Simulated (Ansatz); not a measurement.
Molecule: sum formula BN₃H₆, net charge 0, singlet state. SMILES: NB(N)N
Structure (B3LYP-D3(BJ)/def2-TZVP (Ansatz, an electronic-structure program) minimum search):
```
B
N 1 1.4287
H 2 1.0032 1 123.25
H 2 1.0032 3 113.49 1 180.00
N 1 1.4289 2 120.03 3 6.06
H 5 1.0032 1 123.22 2 3.36
H 5 1.0032 6 113.47 1 175.69
N 1 1.4289 2 120.03 3 -173.94
H 8 1.0032 1 123.22 2 3.36
H 8 1.0032 9 113.47 1 175.69
```

Computed values are from Ansatz. Correlated levels leave the core frozen unless marked. Open shells are spin-unrestricted. No spin-orbit coupling. Non-relativistic. CBS marks a two-point X^-3 extrapolation of the correlation energy; Hartree-Fock from the larger set. The bracket is a focal-point correction in the basis named.

**Question.** What is the atomisation energy De at RI-MP2/CBS(aug-cc-pVTZ,aug-cc-pVQZ)+[CCSD(T)-MP2]/aug-cc-pVTZ?

**Answer.** 904.3 kcal/mol.

**Question.** What is the dipole moment at CCSD(T)/aug-cc-pVDZ?

**Answer.** 0.02 D.

**Question.** What is the T1 diagnostic at CCSD/aug-cc-pVTZ?

**Answer.** 0.010.

**Question.** What is the total energy at RI-MP2/CBS(aug-cc-pVTZ,aug-cc-pVQZ)+[CCSD(T)-MP2]/aug-cc-pVTZ?

**Answer.** -192.6406 Eh.
